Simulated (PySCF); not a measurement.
Isomers of C7H15NOSi.

All values: B3LYP/def2-SVPD (PySCF) at PBE0-D3(BJ)/def2-SVP geometries, gas phase, one conformer each. Core orbitals are frozen in the response; Δα² is half the sum of the squared differences of the principal polarisabilities.

Task: Rank by dipole moment, lowest first.
A. `[CH3:1]/[CH:2]=[CH:3]\[O:4][SiH2:5][N:6]1[CH2:7][CH2:8][CH2:9][CH2:10]1` with C2–C3–O4–Si5 162°, C3–O4–Si5–N6 -76°, O4–Si5–N6–C7 85°, Si5–N6–C7–C8 154°, N6–C7–C8–C9 22°, C7–C8–C9–C10 1°, C8–C9–C10–N6 -24°
B. `[CH2:1]=[CH:2][Si@:3]1([N:4]([CH3:5])[CH3:6])[CH2:7][CH2:8][CH2:9][O:10]1` with C1–C2–Si3–N4 116°, C2–Si3–N4–C5 -72°, C2–Si3–C7–C8 -101°, Si3–C7–C8–C9 -32°, C7–C8–C9–O10 43°, C8–C9–O10–Si3 -31°
C. `[CH3:1]/[CH:2]=[CH:3]/[O:4][SiH2:5][N:6]1[CH2:7][CH2:8][CH2:9][CH2:10]1` with C2–C3–O4–Si5 3°, C3–O4–Si5–N6 179°, O4–Si5–N6–C7 84°, Si5–N6–C7–C8 153°, N6–C7–C8–C9 23°, C7–C8–C9–C10 1°, C8–C9–C10–N6 -23°
D. `[CH3:1][C:2](=[O:3])[NH:4][SiH2:5][CH:6]1[CH2:7][CH2:8][CH2:9][CH2:10]1` with C1–C2–N4–Si5 -179°, C2–N4–Si5–C6 177°, N4–Si5–C6–C7 -54°, Si5–C6–C7–C8 -140°, C6–C7–C8–C9 37°, C7–C8–C9–C10 -42°, C8–C9–C10–C6 31°
E. `[OH:1][SiH2:2][N:3]1[CH2:4][CH2:5][C@H:6]([CH:7]2[CH2:8][CH2:9]2)[CH2:10]1` with H–O1–Si2–N3 56°, O1–Si2–N3–C4 -124°, C5–C6–C7–C8 159°, Si2–N3–C4–C5 141°, N3–C4–C5–C6 38°, C4–C5–C6–C7 97°, C6–C7–C8–C9 -110°
F. `[CH2:1]=[CH:2][C@H:3]([C:4](=[CH2:5])[CH3:6])[N:7]([CH3:8])[SiH2:9][OH:10]` with C1–C2–C3–C4 -113°, C2–C3–C4–C5 3°, C2–C3–N7–C8 68°, C3–N7–Si9–O10 -138°, N7–Si9–O10–H 53°

Result: C (1.10 D), B (1.34 D), F (1.70 D), A (1.91 D), E (2.33 D), D (4.24 D).

Task: Rank by HOMO energy, highest first.
A. `[CH3:1][C:2](=[O:3])[NH:4][SiH2:5][CH:6]1[CH2:7][CH2:8][CH2:9][CH2:10]1` with C1–C2–N4–Si5 -179°, C2–N4–Si5–C6 177°, N4–Si5–C6–C7 -54°, Si5–C6–C7–C8 -140°, C6–C7–C8–C9 37°, C7–C8–C9–C10 -42°, C8–C9–C10–C6 31°
B. `[OH:1][SiH2:2][N:3]1[CH2:4][CH2:5][C@H:6]([CH:7]2[CH2:8][CH2:9]2)[CH2:10]1` with H–O1–Si2–N3 56°, O1–Si2–N3–C4 -124°, C5–C6–C7–C8 159°, Si2–N3–C4–C5 141°, N3–C4–C5–C6 38°, C4–C5–C6–C7 97°, C6–C7–C8–C9 -110°
C. `[CH2:1]=[CH:2][CH2:3][C@@H:4]1[CH2:5][O:6][Si@H:7]([NH:8][CH3:9])[CH2:10]1` with C1–C2–C3–C4 -119°, C2–C3–C4–C5 -174°, O6–Si7–N8–C9 88°, C3–C4–C5–O6 -167°, C4–C5–O6–Si7 28°, C5–O6–Si7–N8 113°, O6–Si7–C10–C4 -17°
D. `[CH2:1]=[CH:2][C@H:3]([C:4](=[CH2:5])[CH3:6])[N:7]([CH3:8])[SiH2:9][OH:10]` with C1–C2–C3–C4 -113°, C2–C3–C4–C5 3°, C2–C3–N7–C8 68°, C3–N7–Si9–O10 -138°, N7–Si9–O10–H 53°
E. `[CH2:1]1[CH2:2][CH2:3][N:4]([Si@@H:5]2[CH2:6][CH2:7][CH2:8][O:9]2)[CH2:10]1` with C3–N4–Si5–C6 -58°, C10–C1–C2–C3 1°, C1–C2–C3–N4 22°, C2–C3–N4–Si5 155°, N4–Si5–C6–C7 -87°

Result: E (-6.02 eV), B (-6.19 eV), D (-6.38 eV), C (-6.63 eV), A (-7.25 eV).

Task: Rank by polarisability anisotropy Δα, lowest first.
A. `[CH2:1]1[CH2:2][CH2:3][N:4]([Si@@H:5]2[CH2:6][CH2:7][CH2:8][O:9]2)[CH2:10]1` with C3–N4–Si5–C6 -58°, C10–C1–C2–C3 1°, C1–C2–C3–N4 22°, C2–C3–N4–Si5 155°, N4–Si5–C6–C7 -87°
B. `[OH:1][SiH2:2][N:3]1[CH2:4][CH2:5][C@H:6]([CH:7]2[CH2:8][CH2:9]2)[CH2:10]1` with H–O1–Si2–N3 56°, O1–Si2–N3–C4 -124°, C5–C6–C7–C8 159°, Si2–N3–C4–C5 141°, N3–C4–C5–C6 38°, C4–C5–C6–C7 97°, C6–C7–C8–C9 -110°
C. `[CH2:1]=[CH:2][C@H:3]([C:4](=[CH2:5])[CH3:6])[N:7]([CH3:8])[SiH2:9][OH:10]` with C1–C2–C3–C4 -113°, C2–C3–C4–C5 3°, C2–C3–N7–C8 68°, C3–N7–Si9–O10 -138°, N7–Si9–O10–H 53°
D. `[CH2:1]=[CH:2][Si@:3]1([N:4]([CH3:5])[CH3:6])[CH2:7][CH2:8][CH2:9][O:10]1` with C1–C2–Si3–N4 116°, C2–Si3–N4–C5 -72°, C2–Si3–C7–C8 -101°, Si3–C7–C8–C9 -32°, C7–C8–C9–O10 43°, C8–C9–O10–Si3 -31°
E. `[CH2:1]=[CH:2][CH2:3][C@@H:4]1[CH2:5][O:6][Si@@H:7]([NH:8][CH3:9])[CH2:10]1` with C1–C2–C3–C4 120°, C2–C3–C4–C5 -61°, O6–Si7–N8–C9 -89°, C3–C4–C5–O6 -166°, C4–C5–O6–Si7 24°, C5–O6–Si7–N8 -121°, O6–Si7–C10–C4 -20°
F. `[CH2:1]=[CH:2][O:3][SiH2:4][N:5]1[CH2:6][CH2:7][CH2:8][C@H:9]1[CH3:10]` with C1–C2–O3–Si4 -5°, C2–O3–Si4–N5 -175°, O3–Si4–N5–C6 67°, Si4–N5–C6–C7 -139°, N5–C6–C7–C8 -36°, C6–C7–C8–C9 39°, C7–C8–C9–C10 -151°

Result: D (3.22 Å³), A (3.44 Å³), C (4.23 Å³), B (5.30 Å³), F (5.80 Å³), E (7.96 Å³).

All values together:

```csv
SMILES,μ (D),HOMO (eV),LUMO (eV),α (Å³),Δα (Å³),ΔSCF removal energy (eV)
C/C=C/O[SiH2]N1CCCC1,1.10,-6.14,0.26,18.31,8.44,8.32
C=CO[SiH2]N1CCC[C@H]1C,1.50,-6.30,0.31,17.87,5.80,8.28
C=CC[C@@H]1CO[Si@H](NC)C1,1.41,-6.63,-0.03,17.90,5.83,8.66
C/C=C\O[SiH2]N1CCCC1,1.91,-6.04,0.23,18.26,5.08,7.83
C=CC[C@@H]1CO[Si@@H](NC)C1,1.76,-6.63,-0.07,17.95,7.96,8.66
CC(=O)N[SiH2]C1CCCC1,4.24,-7.25,-0.02,17.69,6.10,–
C1CCN([Si@@H]2CCCO2)C1,1.73,-6.02,0.28,17.12,3.44,7.98
O[SiH2]N1CC[C@H](C2CC2)C1,2.33,-6.19,-0.10,17.41,5.30,8.18
C=C[C@H](C(=C)C)N(C)[SiH2]O,1.70,-6.38,-0.28,18.41,4.23,8.23
C=C[Si@]1(N(C)C)CCCO1,1.34,-5.93,-0.55,17.69,3.22,7.88
```

Conformers: `[CH3:1]/[CH:2]=[CH:3]/[O:4][SiH2:5][N:6]1[CH2:7][CH2:8][CH2:9][CH2:10]1` with C2–C3–O4–Si5 3°, C3–O4–Si5–N6 179°, O4–Si5–N6–C7 84°, Si5–N6–C7–C8 153°, N6–C7–C8–C9 23°, C7–C8–C9–C10 1°, C8–C9–C10–N6 -23°; `[CH2:1]=[CH:2][O:3][SiH2:4][N:5]1[CH2:6][CH2:7][CH2:8][C@H:9]1[CH3:10]` with C1–C2–O3–Si4 -5°, C2–O3–Si4–N5 -175°, O3–Si4–N5–C6 67°, Si4–N5–C6–C7 -139°, N5–C6–C7–C8 -36°, C6–C7–C8–C9 39°, C7–C8–C9–C10 -151°; `[CH2:1]=[CH:2][CH2:3][C@@H:4]1[CH2:5][O:6][Si@H:7]([NH:8][CH3:9])[CH2:10]1` with C1–C2–C3–C4 -119°, C2–C3–C4–C5 -174°, O6–Si7–N8–C9 88°, C3–C4–C5–O6 -167°, C4–C5–O6–Si7 28°, C5–O6–Si7–N8 113°, O6–Si7–C10–C4 -17°; `[CH3:1]/[CH:2]=[CH:3]\[O:4][SiH2:5][N:6]1[CH2:7][CH2:8][CH2:9][CH2:10]1` with C2–C3–O4–Si5 162°, C3–O4–Si5–N6 -76°, O4–Si5–N6–C7 85°, Si5–N6–C7–C8 154°, N6–C7–C8–C9 22°, C7–C8–C9–C10 1°, C8–C9–C10–N6 -24°; `[CH2:1]=[CH:2][CH2:3][C@@H:4]1[CH2:5][O:6][Si@@H:7]([NH:8][CH3:9])[CH2:10]1` with C1–C2–C3–C4 120°, C2–C3–C4–C5 -61°, O6–Si7–N8–C9 -89°, C3–C4–C5–O6 -166°, C4–C5–O6–Si7 24°, C5–O6–Si7–N8 -121°, O6–Si7–C10–C4 -20°; `[CH3:1][C:2](=[O:3])[NH:4][SiH2:5][CH:6]1[CH2:7][CH2:8][CH2:9][CH2:10]1` with C1–C2–N4–Si5 -179°, C2–N4–Si5–C6 177°, N4–Si5–C6–C7 -54°, Si5–C6–C7–C8 -140°, C6–C7–C8–C9 37°, C7–C8–C9–C10 -42°, C8–C9–C10–C6 31°; `[CH2:1]1[CH2:2][CH2:3][N:4]([Si@@H:5]2[CH2:6][CH2:7][CH2:8][O:9]2)[CH2:10]1` with C3–N4–Si5–C6 -58°, C10–C1–C2–C3 1°, C1–C2–C3–N4 22°, C2–C3–N4–Si5 155°, N4–Si5–C6–C7 -87°; `[OH:1][SiH2:2][N:3]1[CH2:4][CH2:5][C@H:6]([CH:7]2[CH2:8][CH2:9]2)[CH2:10]1` with H–O1–Si2–N3 56°, O1–Si2–N3–C4 -124°, C5–C6–C7–C8 159°, Si2–N3–C4–C5 141°, N3–C4–C5–C6 38°, C4–C5–C6–C7 97°, C6–C7–C8–C9 -110°; `[CH2:1]=[CH:2][C@H:3]([C:4](=[CH2:5])[CH3:6])[N:7]([CH3:8])[SiH2:9][OH:10]` with C1–C2–C3–C4 -113°, C2–C3–C4–C5 3°, C2–C3–N7–C8 68°, C3–N7–Si9–O10 -138°, N7–Si9–O10–H 53°; `[CH2:1]=[CH:2][Si@:3]1([N:4]([CH3:5])[CH3:6])[CH2:7][CH2:8][CH2:9][O:10]1` with C1–C2–Si3–N4 116°, C2–Si3–N4–C5 -72°, C2–Si3–C7–C8 -101°, Si3–C7–C8–C9 -32°, C7–C8–C9–O10 43°, C8–C9–O10–Si3 -31°.

A dash marks a removal energy that wasn't run or isn't settled.

Task: By how much does the ΔSCF value exceed −ε(HOMO) over the species that have both?

Result: By 1.79 to 2.18 eV, 1.97 eV on average, over 9 species.
